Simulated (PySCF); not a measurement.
Which level of theory gave which numbers?

Compound: BH6NOSi.
Bonds: N1–B2, B2–O3, O3–Si4. Hydrogens: H5, H6 on N1; H7 on B2; H8, H9, H10 on Si4.

The closed-shell ground state was solved 7 times with PySCF (density fitting, gas phase), always with PBE0, in these basis sets: 6-31+G*, IGLO-III, aug-cc-pVDZ, cc-pVDZ, def2-SVPD, def2-TZVP and pcSseg-0. One conformer (not necessarily the lowest) at the PBE0-D3(BJ)/def2-SVP geometry, without solvent, vibrations or thermal averaging.

| row | total energy (Eh) | HOMO (eV) | LUMO (eV) | dipole (D) |
| --- | --- | --- | --- | --- |
| P | -447.0230 | -7.83 | 0.79 | 2.65 |
| Q | -447.7508 | -8.00 | -0.22 | 1.90 |
| R | -447.8205 | -8.03 | 0.36 | 1.91 |
| S | -447.5430 | -8.08 | 0.12 | 1.97 |
| T | -447.8162 | -8.02 | 0.29 | 1.95 |
| U | -447.7175 | -8.00 | -0.05 | 2.10 |
| V | -447.7343 | -7.75 | 0.77 | 2.16 |

Which basis belongs to which row?

P = pcSseg-0, Q = aug-cc-pVDZ, R = IGLO-III, S = def2-SVPD, T = def2-TZVP, U = 6-31+G*, V = cc-pVDZ. From the lowest total energy up: IGLO-III (209 functions) 0 eV; def2-TZVP (166 functions) +0.12 eV; aug-cc-pVDZ (150 functions) +1.90 eV; cc-pVDZ (90 functions) +2.35 eV; 6-31+G* (88 functions) +2.80 eV; def2-SVPD (135 functions) +7.55 eV; pcSseg-0 (52 functions) +21.70 eV.

Shape of the structure used: `[NH2:1][BH:2][O:3][SiH3:4]`: N1–B2–O3–Si4 -2°, H–N1–B2–O3 -179°, H–N1–B2–O3 -1°.
